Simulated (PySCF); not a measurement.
A species of formula C8H11NO has this rotational fingerprint, computed with PBE0/pcSseg-1 in PySCF (dipole) on a GFN2-xTB geometry, gas phase:

```
Rotational constants : A = 3309, B = 942.3, C = 845.6 MHz
Dipole components    : |μa| = 0.28 D, |μb| = 3.43 D, |μc| = 0.17 D
Inertial defect      : -91.38 u·Å²
κ                    : -0.92
```

**Question.** Which structure is it? (One computed conformer of each.)
A. `[cH:1]1[cH:2][o:3][c:4]([N:5]2[CH2:6][CH2:7][CH2:8][CH2:9]2)[cH:10]1` with O3–C4–N5–C6 13°, C4–N5–C6–C7 170°, N5–C6–C7–C8 -36°, C6–C7–C8–C9 38°, C7–C8–C9–N5 -26°
B. `[CH3:1][O:2][c:3]1[cH:4][cH:5][cH:6][c:7]([CH2:8][NH2:9])[cH:10]1` with C1–O2–C3–C4 2°, C6–C7–C8–N9 89°, C7–C8–N9–H 59° and -58° (3-methoxybenzylamine)
C. `[CH3:1][C:2]1=[CH:3][CH2:4][CH:5]=[C:6]([C:7]([NH2:8])=[O:9])[CH2:10]1` with C5–C6–C7–N8 176°, C6–C7–N8–H -5° and -178°
D. `[CH3:1][C:2](=[O:3])[NH:4][C@:5]12[CH2:6][C@@H:7]3[C@H:8]([CH2:9]1)[C@H:10]23` with C1–C2–N4–C5 180°, C2–N4–C5–C6 -174°
E. `[CH2:1]=[CH:2][C@@H:3]([CH3:4])[NH:5][c:6]1[cH:7][cH:8][o:9][cH:10]1` with C1–C2–C3–C4 7°, C2–C3–N5–C6 165°, C3–N5–C6–C7 159°
F. `[CH:1]#[C:2][CH2:3][C:4](=[O:5])[NH:6][C@H:7]([CH3:8])[CH:9]=[CH2:10]` with C2–C3–C4–O5 -149°, C3–C4–N6–C7 180°, C4–N6–C7–C8 -117°, N6–C7–C9–C10 129°

**Answer.** D. It is CC(=O)N[C@]12C[C@@H]3[C@H](C1)[C@@H]32, a near-prolate asymmetric top, point group C1. The candidates at the same level (rigid rotor, commonest isotopes):

```
                                SMILES  A (MHz)  B (MHz)  C (MHz)  μa (D)  μb (D)  μc (D)  Δ (u·Å²)  point group                        rotor
                 C#CCC(=O)N[C@H](C)C=C     1889    817.7    665.1    0.51    2.62    1.82   -125.72           C1               asymmetric top
                  C=C[C@@H](C)Nc1ccoc1     4166    647.4    614.6    1.21    0.41    1.07    -79.70           C1  near-prolate asymmetric top
                        COc1cccc(CN)c1     2751    805.3    658.9    2.29    1.13    0.64    -44.26           C1               asymmetric top
                      c1coc(N2CCCC2)c1     3887    865.7    733.3    2.00    0.28    0.41    -24.59           C1  near-prolate asymmetric top
                   CC1=CCC=C(C(N)=O)C1     2435    921.5    678.3    2.69    2.69    0.58    -10.97           C1               asymmetric top
CC(=O)N[C@]12C[C@@H]3[C@H](C1)[C@@H]32     3309    942.3    845.6    0.28    3.43    0.17    -91.38           C1  near-prolate asymmetric top
```

`C=C[C@@H](C)Nc1ccoc1` has B 31 % too low; `COc1cccc(CN)c1` has C 22 % too low; `CC1=CCC=C(C(N)=O)C1` has A 26 % too low; `c1coc(N2CCCC2)c1` has A 17 % too high; `C#CCC(=O)N[C@H](C)C=C` has A 43 % too low. No structure here is proved a minimum.
